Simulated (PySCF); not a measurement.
**Spin states of CdSi**

Unrestricted PBE0; basis Cd x2c-TZVPPall, Si x2c-TZVPPall; spin-free X2C with a Gaussian nucleus; PySCF 2.14. Outer shells of the fragments: Cd 4d10 5s2; Si 3s2 3p2.

Followed along the bond (rough minima from three points):

```json
{"2Ms+1": "3", "unpaired": "π ↑↑", "⟨S²⟩ at the start": "2.02", "R at minimum (Å)": "2.57", "Te (eV)": "0.00"}
{"2Ms+1": "1", "unpaired": "π ↑↓", "⟨S²⟩ at the start": "1.01", "R at minimum (Å)": "2.57", "Te (eV)": "0.24"}
{"2Ms+1": "3", "unpaired": "σ ↑, π ↑", "⟨S²⟩ at the start": "2.01", "R at minimum (Å)": "2.91", "Te (eV)": "0.64"}
{"2Ms+1": "1", "unpaired": "σ ↓, π ↑", "⟨S²⟩ at the start": "1.02", "R at minimum (Å)": "2.82", "Te (eV)": "0.79"}
{"2Ms+1": "1", "unpaired": "none", "⟨S²⟩ at the start": "0.00", "R at minimum (Å)": "2.54", "Te (eV)": "1.10"}
```

Solutions found at the starting distance of 2.515 Å, counted from the lowest of them; the search is not exhaustive and high or unbound solutions are not listed, so other states can lie among these:

```
2Ms+1    unpaired   term  E (eV)  ⟨S²⟩  ⟨Lz²⟩  μ (D)
    3        π ↑↑    ³Σ⁻    0.00  2.02   0.00  -2.66
    1        π ↑↓  mixed    0.24  1.01   2.03  -2.64
    3    σ ↑, π ↑     ³Π    0.81  2.01   1.01   0.46
    1    σ ↓, π ↑  mixed    0.93  1.02   1.01   0.40
    1        none  mixed    1.10  0.00   2.01  -2.44
    3  σ ↑↑, π ↑↓  mixed    2.39  3.02   2.03  -1.72
    1  σ ↓↓, π ↑↑  mixed    2.52  2.02   0.00  -1.95
    3    σ ↑, π ↑     ³Π    3.13  2.01   1.04  -3.92
    3        π ↑↑  mixed    3.31  2.02   2.02   1.27
    1    σ ↓, π ↑  mixed    3.33  1.07   1.01  -3.76
```

A term symbol is given only where ⟨S²⟩ and ⟨Lz²⟩ are close to those of a pure state; real π, δ and φ orbitals otherwise mix terms. A positive dipole means Cd(−)Si(+).

Spin–orbit coupling is left out. Counting both spins, an empty level lies below a filled one in some of these solutions, because spin and occupation are held.
